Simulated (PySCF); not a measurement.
# CaBe: one state, many levels of theory

State: ¹Σ⁺ (singlet), closed shell. Set-up: basis Ca def2-SVP, Be def2-SVP; no relativity; PySCF 2.14. De refers to Ca + Be in their ground configurations, without counterpoise correction. A positive dipole means Ca(−)Be(+). Levels whose curve was spin-contaminated or gave no clean fit are not listed.

```
    Level  Re (Å)  ωe (cm⁻¹)  De (eV)  μ (D)
      PBE   3.265        195    0.353  -1.12
   r²SCAN   3.308        189    0.325  -1.10
    B3LYP   3.388        154    0.152  -0.84
     PBE0   3.357        169    0.250  -0.89
    B97-3   3.393        160    0.193  -0.93
BHandHLYP   3.605        105    0.060  -0.46
CAM-B3LYP   3.586        104    0.064  -0.41
```

(1) What does a quarter of exact exchange do here, going from PBE to PBE0?

Closed-shell solutions of metal pairs were not tested for spin polarisation, which can lower them a little. The bond is weak. Basis-set superposition, not corrected here, can be much of De in a small basis, most of all at correlated wavefunction levels. Functionals without a dispersion term scatter widely for such bonds, and LDA overbinds them.

Results:

(1) PBE0 less PBE: +9.2 pm in Re, -13.3 % in ωe, -0.10 eV in De. Exact exchange removes part of the self-interaction that spreads semilocal densities, and in most molecules shortens and stiffens the bond and lowers De; here Re and ωe go the other way.
